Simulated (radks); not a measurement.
Pr, 59 electrons, occupied as [Xe] 4f3 6s1 5f1 (not the ground configuration). Calculated with a radial shooting solver on a logarithmic mesh with Libxc functionals: Dirac Kohn-Sham, PBE, spin-unpolarised, spherical densities, point nucleus; open shells are shared between the two j in proportion to 2j + 1.

Spin-orbit splittings of the eigenvalues, e(l+1/2) - e(l-1/2), with zeta = 2 splitting/(2l+1) and mean radii in bohr:

| shell | occ. | splitting (eV) | zeta (eV) | <r> j=l-1/2 | <r> j=l+1/2 |
|---|---|---|---|---|---|
| 2p | 6 | 482.3 | 321.5 | 0.08605 | 0.09236 |
| 3p | 6 | 95.55 | 63.70 | 0.2617 | 0.2740 |
| 3d | 10 | 20.59 | 8.237 | 0.2452 | 0.2491 |
| 4p | 6 | 20.56 | 13.70 | 0.6403 | 0.6682 |
| 4d | 10 | 3.606 | 1.442 | 0.7217 | 0.7317 |
| 4f | 3 | 0.3431 | 0.09801 | 1.164 | 1.185 |
| 5p | 6 | 2.789 | 1.859 | 1.703 | 1.791 |
| 5f | 1 | 0.0002153 | 0.00006152 | 16.66 | 16.67 |
